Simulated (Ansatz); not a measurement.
ClH3NSiSn: where a starting geometry ends

The starting geometry of this gas-phase doublet was optimised with GFN2-xTB.

```
atom    x (Å)    y (Å)    z (Å)
  Cl   0.1033  -0.9375  -1.5576
   N   0.3727   0.0575   1.0332
  Si  -0.1211   0.8282  -0.3740
  Sn   0.8747  -2.0881   0.6624
   H   0.4159   0.5557   1.9059
   H  -1.5255   1.1657  -0.5643
   H   0.7701   1.7714  -1.0369
```

**Question.** Predict what it relaxes into with PBE0-D3(BJ)/def2-SVP.

**Answer.** A bond breaks, giving a structure given below by its coordinates. Contacts that open: Cl1–Sn4 (2.62 → 4.67 Å).

The energy falls by 0.51 eV over 21 steps:

```
step  E − E(last) (eV)
   1             0.507
   3             0.292
   5             0.288
   8             0.238
  10             0.155
  12             0.050
  14             0.022
  17             0.002
  19             0.000
  21             0.000
```

Final geometry (Å):

```xyz
7

Cl   -1.0411   -0.5251   -1.9495
N     0.2600   -0.2175    0.9217
Si   -0.0816    0.6541   -0.5257
Sn    2.0752   -1.0339    1.4960
H    -0.5399   -0.4232    1.5194
H    -0.9952    1.8064   -0.2805
H     1.2129    1.0922   -1.1128
```

Frequencies at the end are all real (lowest 37 cm⁻¹). Open shells are spin-unrestricted. Atoms past krypton carry core potentials, without spin–orbit terms. Run with Ansatz 0.2.0, 2.7 min on 2 threads of AMD EPYC 7R43 64-Core Processor (Zen 3) (shared host).
